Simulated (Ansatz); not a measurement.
`[Cl][Ga]([Cl])[Br]` + HCl → `[Cl][Ga]([Cl])[Cl]` + HBr at 700 K and 1 bar (ligand exchange at a Ga–Br bond).

Isolated molecules relaxed with PBE0-D4/def2-TZVP in Ansatz; ΔE leaves out vibrations. CCSD(T)/CBS is the MP2 limit (def2-TZVPP, def2-QZVPP) plus CCSD(T) − MP2 in def2-TZVPP, frozen cores. This one scheme is used for every species. For Br, Ga outer-core shells are correlated without core-valence functions, which leaves a few kJ/mol of doubt a bond. Scalar relativity is left out up to krypton.

```
             species  CCSD(T)/CBS energy (Eh)  H − E (kJ/mol)  S (J/(mol·K))
`[Cl][Ga]([Cl])[Br]`              -5416.98025            59.3          414.3
                 HCl               -460.38127            38.4          211.8
`[Cl][Ga]([Cl])[Cl]`              -3303.43734            59.5          393.0
                 HBr              -2573.91920            36.5          223.7
```

H − E and S are ideal-gas, rigid-rotor, harmonic terms from PBE0-D4/def2-TZVP. 1 Eh = 2625.50 kJ/mol, R = 8.31446 J/(mol·K).

Problem. By hand: ΔE, ΔH, ΔS and ΔG.

Solution. ΔE = (-3303.43734) + (-2573.91920) − (-5416.98025) − (-460.38127) = 0.00498 Eh = 13.1 kJ/mol. Δ(H − E) = 59.5 + 36.5 − 59.3 − 38.4 = -1.7, so ΔH = 11.4 kJ/mol. ΔS = 393.0 + 223.7 − 414.3 − 211.8 = -9.4 J/(mol·K). ΔG = 11.4 − 700 × (-9.4)/1000 = 18.0 kJ/mol.

Problem. By hand: the equilibrium constant, and the temperature at which ΔG would vanish if ΔH and ΔS stayed fixed.

Solution. log₁₀ K = −ΔG/(RT ln 10) = -1.3. ΔH and −TΔS have one sign here, so there is no such temperature.

TΔS isn't small against ΔH here. A doubt of 5 kJ/mol in ΔE shifts log₁₀ K by 0.4 here. These are equilibria of isolated gas molecules and say nothing of rates. Largest T1 diagnostic: 0.011 (customary marks: 0.02 for closed shells, 0.045 for open ones).
